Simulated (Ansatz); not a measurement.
Program: Ansatz 0.2.0.

ClGaH6O2Si2, SMILES `[SiH3][O][Ga]([Cl])[O][SiH3]` at its PBE0-D4/def2-TZVP geometry, where that method's forces vanish. Total charge 0; spin multiplicity 1.

| atom | x (Å) | y (Å) | z (Å) |
| --- | --- | --- | --- |
| Si1 | -1.3920 | 0.5975 | 1.5512 |
| O2 | 0.0774 | 1.2676 | 1.2750 |
| Ga3 | 1.4758 | 1.0133 | 0.2395 |
| Cl4 | 3.1962 | 2.1944 | 0.5188 |
| O5 | 1.4642 | -0.2089 | -1.0248 |
| Si6 | 0.4171 | -1.2668 | -1.7093 |
| H7 | -1.3553 | -0.8718 | 1.3083 |
| H8 | -1.7652 | 0.8487 | 2.9654 |
| H9 | -2.4115 | 1.2017 | 0.6539 |
| H10 | -0.9678 | -0.7181 | -1.7007 |
| H11 | 0.8387 | -1.5041 | -3.1123 |
| H12 | 0.4225 | -2.5535 | -0.9650 |

(1) For each bond, give half the difference of the two atoms' forces along it (eV/Å; positive pushes the atoms apart) under PBE-D4, r2SCAN-D4, B3LYP-D4, ωB97M-V in def2-TZVPP. (An estimate is asked.)

Answers

(1) The calculation gave: 
```csv
bond,length (Å),PBE-D4,r2SCAN-D4,B3LYP-D4,ωB97M-V
Si1–O2,1.638,0.28,0.08,0.08,0.14
Si1–H7,1.490,-0.01,-0.04,-0.08,-0.10
Si1–H8,1.484,0.05,-0.03,-0.10,-0.15
Si1–H9,1.486,0.02,-0.03,-0.09,-0.14
O2–Ga3,1.758,0.10,0.00,0.08,0.03
Ga3–Cl4,2.105,0.05,-0.04,0.11,-0.04
Ga3–O5,1.758,0.10,0.00,0.08,0.03
O5–Si6,1.638,0.28,0.08,0.08,0.14
Si6–H10,1.490,-0.01,-0.04,-0.08,-0.11
Si6–H11,1.484,0.05,-0.03,-0.10,-0.15
Si6–H12,1.486,0.02,-0.03,-0.09,-0.14
```

B3LYP here is the variant with VWN-RPA as its local correlation; programs differ in this.
